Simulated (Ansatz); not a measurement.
Reaction (redistribution): `[BH2][Al]([NH2])[SiH3]` + `O[Si](O)(F)F` → `[NH2][Al]([OH])[SiH3]` + `B[Si](O)(F)F`

Computed with Ansatz on PBE0-D4/def2-TZVP structures; ΔE is electronic, products minus reactants. CCSD(T)/CBS adds triple-zeta CCSD(T) − MP2 to the extrapolated MP2 energy (def2 sets, frozen cores). DFT in def2-TZVPP. Each species was taken in one conformer, which may not be the lowest.

`[BH2][Al]([NH2])[SiH3]`:

Z-matrix (Å, degrees):
```
Si
Al 1 2.464
H 1 1.493 2 111.8
H 1 1.493 2 111.8 3 119.1
H 1 1.493 2 112.5 3 -120.4
N 2 1.773 1 115.3 3 120.0
B 2 2.125 1 123.3 3 -60.1
H 6 1.008 2 124.0 1 0.1
H 6 1.007 2 126.0 1 -179.9
H 7 1.200 2 122.8 1 88.8
H 7 1.200 2 122.7 1 -87.9
```

`O[Si](O)(F)F`:

Z-matrix (Å, degrees):
```
Si
O 1 1.609
F 1 1.583 2 110.1
O 1 1.609 2 107.3 3 122.5
F 1 1.583 2 112.2 3 -116.4
H 2 0.957 1 118.9 3 32.8
H 4 0.957 1 118.9 2 155.3
```

`[NH2][Al]([OH])[SiH3]`:

```xyz
10

N    -1.597    0.287   -1.271
Al    0.028    0.352   -0.594
O     1.185    1.205   -1.500
Si    0.543   -0.737    1.535
H    -1.878    0.712   -2.140
H    -2.375   -0.184   -0.839
H     2.097    1.309   -1.237
H     1.612   -1.766    1.382
H    -0.648   -1.419    2.117
H     1.032    0.242    2.549
```

`B[Si](O)(F)F`:

```xyz
8

B    -1.005    0.856   -0.728
Si    0.507   -0.060    0.210
O     0.093   -1.596    0.529
F     1.803    0.005   -0.713
F     0.954    0.638    1.571
H    -1.420    1.919   -0.380
H    -1.509    0.336   -1.677
H     0.578   -2.098    1.187
```

CCSD(T)/CBS gives -28.5 kJ/mol.

(1) Another level gave -21.8 kJ/mol. Which?
A. BLYP/def2-TZVPP
B. SCS-MP2/def2-TZVPP
C. HF/def2-TZVPP
D. PBE0-D4/def2-TZVPP

Largest T1 diagnostic among the species: 0.013.

Results:

(1) C. HF/def2-TZVPP -21.8, BLYP -38.7, PBE0-D4 -26.8, SCS-MP2/def2-TZVPP -31.3 kJ/mol.

Leaving LDA and LC-ωPBE aside and taking each functional with its dispersion term where it has one, the values, not all of them listed here, spread over 14.5 kJ/mol, from BLYP-D4 to r2SCAN0-D4. LDA lies +5.8 kJ/mol from PBE without D4. From PBE to PBE0 (25 % exact exchange), in def2-TZVPP and without D4, ΔE moves by +5.4 kJ/mol.

CCSD(T)/CBS has its own doubt, a few kJ/mol and more with outer-core shells, so smaller differences from it don't rank the levels.
